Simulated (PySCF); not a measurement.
**A survey of $^{17}$O NMR shifts**

Theory: coordinates at the PBE0-D3(BJ)/def2-SVP level, shieldings: GIAO PBE0/pcSseg-1, in PySCF (rapidly exchanging positions averaged, gas phase, non-relativistic, one conformer).

Shieldings were converted by a linear fit to measured shifts: $^{17}$O (scatter 13.5 ppm rms, 14.3 ppm with the 1 outlier that the fit left out vs liquid water, solution or neat liquid). A few per cent of atoms miss by over 2 rms, more outside the fitted compound classes.

Q: Give the $^{17}$O shifts of `CO[SiH2]C=O`, `CC(=O)O[SiH3]`, `COC(=O)[SiH3]`.

A: 
| compound | environment | δ (ppm) |
| --- | --- | --- |
| [CH3:1][O:2][SiH2:3][CH:4]=[O:5] | O5: carbonyl oxygen | 819.9 |
| [CH3:1][O:2][SiH2:3][CH:4]=[O:5] | O2: oxygen bonded to C, Si | -36.7 |
| [CH3:1][C:2](=[O:3])[O:4][SiH3:5] | O3: carbonyl oxygen | 385.7 |
| [CH3:1][C:2](=[O:3])[O:4][SiH3:5] | O4: oxygen bonded to C, Si | 145.4 |
| [CH3:1][O:2][C:3](=[O:4])[SiH3:5] | O4: ester carbonyl oxygen | 435.9 |
| [CH3:1][O:2][C:3](=[O:4])[SiH3:5] | O2: ester alkoxy oxygen | 167.2 |

Q: Order these by $^{17}$O shift, lowest first.
A. C1CO[SiH2]O1
B. CC(=O)Cl
C. NC(=S)N1N=Cc2ccccc2B1O

A: A (-1.6 ppm, oxygen bonded to C, Si, in a 5-membered ring), C (78.0 ppm, oxygen bonded to B, H), B (503.3 ppm, carbonyl oxygen).
